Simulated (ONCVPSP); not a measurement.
## Configuration tests for Mo (Z = 42) (ONCV)

ONCVPSP 4.0.1 input, shortened (lines: element, Z, core and valence counts, functional; n l f; lmax; l rc ep ncon nbas qcut; lloc lpopt rc5 dvloc0; l nproj debl; icmod fcfact rcfact), PW91, non-relativistic:

```
  Mo 42.00    6    4  -109134      upf
    1    0    2.00
    2    0    2.00
    2    1    6.00
    3    0    2.00
    3    1    6.00
    3    2   10.00
    4    0    2.00
    4    1    6.00
    4    2    5.00
    5    0    1.00
    2
    0    2.10    0.00    3    6    6.90
    1    2.00    0.00    3    8    8.70
    2    1.50    0.00    4    9    7.60
    4    5    1.20    4.00
    0    2    1.00
    1    2    3.20
    2    1    0.90
    3    3.00    1.35
```

Energies are relative to the spin-unpolarised reference configuration 4s2 4p6 4d5 5s1; without spin polarisation the order of configurations can differ from experiment.

| valence configuration | charge | ΔE all-electron (eV) | error AE − PS (meV) |
| --- | --- | --- | --- |
| 4s2 4p6 4d5 5s0 | +1 | 6.565 | -0.9 |
| 4s2 4p6 4d3 5s0 | +3 | 49.475 | +6.7 |
| 4s2 4p5 4d5 5s1 | +1 | 43.307 | -25 |

What are ΔE and the potential's error for 4s2 4p6 4d4 5s0?

ΔE = 22.308 eV all-electron; the error (AE − PS) is +0.3 meV.

Levels in the configuration 4s2 4p6 4d4 5s0:

```csv
level,all-electron (eV),pseudo (eV)
4s,-79.257,-79.272
4p,-56.071,-56.073
4d,-21.181,-21.178
```
